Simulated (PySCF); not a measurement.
Screening by computed properties: pick the candidate that meets the target.

All species are isolated and taken at one optimised geometry, non-relativistic unless stated; the electronic structure was computed with PySCF and density fitting.

Dipoles, sizes and rotational constants follow the conformer. The torsions of the flexible species, by atom-mapped SMILES:
- `[CH3:1][NH:2][C@@H:3]([CH3:4])[SiH2:5][CH3:6]`: C1–N2–C3–C4 72°, N2–C3–Si5–C6 58°

(1) Wanted: lowest triplet excitation (Tamm–Dancoff) above 5 eV (TDA wB97X-D/def2-SVPD) and electronic spatial extent ⟨r²⟩ about the centre of nuclear charge below 1600 bohr² (wB97X-D/def2-SVPD), at GFN2-xTB geometries. Which candidate meets both?
A. `CC1=C[P@H](=S)C=C1[SiH3]`
B. `[SiH2]([C@H](C)NC)C`
C. `C#CP1(=O)C=CCC=C1`
D. `Clc1ncccn1`

(2) Wanted: dipole moment between 2 D and 5.5 D (wB97X-D/def2-SVPD) and static isotropic polarisability above 90 au (wB97X-D/def2-SVPD), at GFN2-xTB geometries. Which candidate meets both?
A. `Clc1ncccn1`
B. `C#CP1(=O)C=CCC=C1`
C. `CC1=C[P@H](=S)C=C1[SiH3]`
D. `[SiH2]([C@H](C)NC)C`

Answers

(1) B. Computed values:
```csv
species,lowest triplet excitation (Tamm–Dancoff),electronic spatial extent ⟨r²⟩ about the centre of nuclear charge
CC1=C[P@H](=S)C=C1[SiH3],2.67 eV,1932 bohr²
Clc1ncccn1,4.05 eV,809 bohr²
C#CP1(=O)C=CCC=C1,4.31 eV,1187 bohr²
[SiH2]([C@H](C)NC)C,6.00 eV,988 bohr²
```

(2) C. Computed values:
```
                 species  dipole moment  static isotropic polarisability
     [SiH2]([C@H](C)NC)C         1.00 D                          85.6 au
              Clc1ncccn1         3.80 D                          70.6 au
CC1=C[P@H](=S)C=C1[SiH3]         5.26 D                         129.9 au
       C#CP1(=O)C=CCC=C1         5.64 D                          97.7 au
```
